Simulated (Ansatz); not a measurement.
Start from `OC([SiH3])S` and change one atom or group to get `O=CC(O)S`.

Ansatz, PBE0-D4/def2-TZVP geometries, multiplicity 1. Each molecule was computed in one conformer, which needn't be the lowest.

```csv
property,`OC([SiH3])S`
HOMO–LUMO gap (B3LYP/def2-TZVPP) / eV,6.73
size of the dipole moment (ωB97M-V/def2-TZVPP) / D,2.11
HOMO energy (PBE0/def2-TZVPP) / eV,-7.27
LUMO energy (B3LYP/def2-TZVPP) / eV,-0.30
size of the dipole moment (B3LYP/def2-TZVPP) / D,2.10
zero-point energy (PBE0-D4/def2-TZVP) / kJ/mol,172.5
```

(1) What does the change do to each property? (An estimate is asked.)

Answers

(1) Ansatz gave: 
```json
{"property": "HOMO–LUMO gap (B3LYP/def2-TZVPP) / eV", "`O=CC(O)S`": "5.63", "shift": "-1.10"}
{"property": "size of the dipole moment (ωB97M-V/def2-TZVPP) / D", "`O=CC(O)S`": "1.41", "shift": "-0.70"}
{"property": "HOMO energy (PBE0/def2-TZVPP) / eV", "`O=CC(O)S`": "-7.59", "shift": "-0.32"}
{"property": "LUMO energy (B3LYP/def2-TZVPP) / eV", "`O=CC(O)S`": "-1.72", "shift": "-1.42"}
{"property": "size of the dipole moment (B3LYP/def2-TZVPP) / D", "`O=CC(O)S`": "1.38", "shift": "-0.72"}
{"property": "zero-point energy (PBE0-D4/def2-TZVP) / kJ/mol", "`O=CC(O)S`": "161.2", "shift": "-11.3"}
```

With PBE0 the HOMO falls by 0.32 eV and the LUMO falls by 1.42 eV, so the gap narrows by about 1.10 eV. PBE moves the HOMO by -0.27 eV and ωB97M-V by -0.30 eV. The zero-point energy changes by -11.3 kJ/mol with -3 modes. Dipoles are sizes alone; their direction can turn.

B3LYP here is the variant with VWN-RPA as its local correlation; programs differ in this.
